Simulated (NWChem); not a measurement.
C4H4ClF; SMILES FC1=C(Cl)CC1

```xyz
10

F      1.6996     1.2769     0.0000
C      0.4273     0.8989     0.0000
C     -0.2083    -0.2961     0.0000
Cl     0.2844    -1.9396     0.0000
C     -1.5837     0.3419     0.0000
C     -0.8321     1.7247     0.0000
H     -2.1942     0.1517     0.9066
H     -2.1942     0.1517    -0.9066
H     -1.0036     2.3431    -0.9057
H     -1.0036     2.3431     0.9057
```
Atoms are numbered in this order, from 1.

Level: PBE-D3(BJ)/def2-SVP (NWChem), optimised geometry, unscaled harmonic frequencies. 

Problem. List the harmonic frequencies with IR intensities, and the thermochemistry.

Solution. 
```json
[
 {"frequency (cm⁻¹)": "197", "IR intensity (km/mol)": "0.8"},
 {"frequency (cm⁻¹)": "197", "IR intensity (km/mol)": "1.1"},
 {"frequency (cm⁻¹)": "268", "IR intensity (km/mol)": "2.7"},
 {"frequency (cm⁻¹)": "394", "IR intensity (km/mol)": "2.7"},
 {"frequency (cm⁻¹)": "517", "IR intensity (km/mol)": "0.2"},
 {"frequency (cm⁻¹)": "561", "IR intensity (km/mol)": "13.0"},
 {"frequency (cm⁻¹)": "675", "IR intensity (km/mol)": "15.5"},
 {"frequency (cm⁻¹)": "820", "IR intensity (km/mol)": "1.1"},
 {"frequency (cm⁻¹)": "892", "IR intensity (km/mol)": "4.7"},
 {"frequency (cm⁻¹)": "996", "IR intensity (km/mol)": "0.1"},
 {"frequency (cm⁻¹)": "1016", "IR intensity (km/mol)": "87.9"},
 {"frequency (cm⁻¹)": "1047", "IR intensity (km/mol)": "0.0"},
 {"frequency (cm⁻¹)": "1098", "IR intensity (km/mol)": "20.0"},
 {"frequency (cm⁻¹)": "1104", "IR intensity (km/mol)": "0.1"},
 {"frequency (cm⁻¹)": "1130", "IR intensity (km/mol)": "9.8"},
 {"frequency (cm⁻¹)": "1198", "IR intensity (km/mol)": "19.9"},
 {"frequency (cm⁻¹)": "1308", "IR intensity (km/mol)": "141.7"},
 {"frequency (cm⁻¹)": "1394", "IR intensity (km/mol)": "0.0"},
 {"frequency (cm⁻¹)": "1418", "IR intensity (km/mol)": "0.4"},
 {"frequency (cm⁻¹)": "1731", "IR intensity (km/mol)": "109.6"},
 {"frequency (cm⁻¹)": "2985", "IR intensity (km/mol)": "29.7"},
 {"frequency (cm⁻¹)": "2992", "IR intensity (km/mol)": "28.4"},
 {"frequency (cm⁻¹)": "3045", "IR intensity (km/mol)": "3.2"},
 {"frequency (cm⁻¹)": "3055", "IR intensity (km/mol)": "20.2"}
]
```

| Quantity | Value |
|---|---|
| zero-point energy | 42.9 kcal/mol |
| thermal correction to the enthalpy at 298.15 K (with zero-point energy) | 47.0 kcal/mol |
| heat capacity Cv | 19.7 cal/(mol K) |
| entropy at 298.15 K and 1 atm (symmetry number 1) | 76.6 cal/(mol K) |
| dipole moment | 1.88 D |

Rigid rotor and harmonic oscillator.
